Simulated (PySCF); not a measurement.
Zn(Br)(SeH) (BrHSeZn), SMILES [SeH][Zn][Br]. Atoms are numbered in the order given.

```xyz
4

Zn    -0.0081     0.0153     0.0000
Br     0.0038     2.2702     0.0000
Se    -0.0390    -2.2825     0.0000
H      1.4392    -2.3116     0.0000
```

Coordinates come from a B3LYP-D3(BJ)/def2-SVP optimisation. The structure was generated by enumeration; whether it is a known compound was not checked. Other conformers were not sampled.

All values below come from B3LYP/def2-TZVPD in PySCF.

Symmetry labels are those of the subgroup Cs that the program uses (full group Cs).

Computed valence orbital energies around the gap with their symmetry:
| orbital | symmetry | energy (eV) |
|---|---|---|
| HOMO−7 | A" | -15.17 |
| HOMO−6 | A' | -15.15 |
| HOMO−5 | A' | -10.89 |
| HOMO−4 | A' | -10.16 |
| HOMO−3 | A' | -8.63 |
| HOMO−2 | A" | -8.28 |
| HOMO−1 | A' | -8.25 |
| HOMO | A" | -7.14 |
| LUMO | A' | -1.92 |
| LUMO+1 | A' | -1.14 |
| LUMO+2 | A" | -0.68 |
| LUMO+3 | A' | -0.42 |
